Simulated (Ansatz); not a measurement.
Basis-set extrapolation for AlB2H7O2Si (PBE0-D4/def2-TZVP geometry, frozen core, Ansatz). Multiplicity 1, RHF reference.

```tsv
	def2-TZVPP	def2-QZVPP
HF	-734.159642	-734.185522
MP2 correlation	-0.911128	-0.978290
CCSD(T) correlation	-0.995488	not run
```

Energies in hartree. Use E(X) = E(∞) + A·exp(−7.88·√X) for Hartree–Fock and E(X) = E(∞) + B·X^(−2.97) for correlation, with X = 3 and 4, and add CCSD(T) minus MP2 of the smaller set to the MP2 limit.

**Question.** What is the CCSD(T) energy at the basis-set limit?

**Answer.** HF limit: -734.185522 + (-0.025880) × 0.13774 = -734.18909. MP2 limit: -0.978290 + (-0.067162) × 0.74074 = -1.02804. Higher-order term: -0.995488 − (-0.911128) = -0.08436. Total: -735.30149 hartree, 384.3 kJ/mol below CCSD(T)/def2-TZVPP.
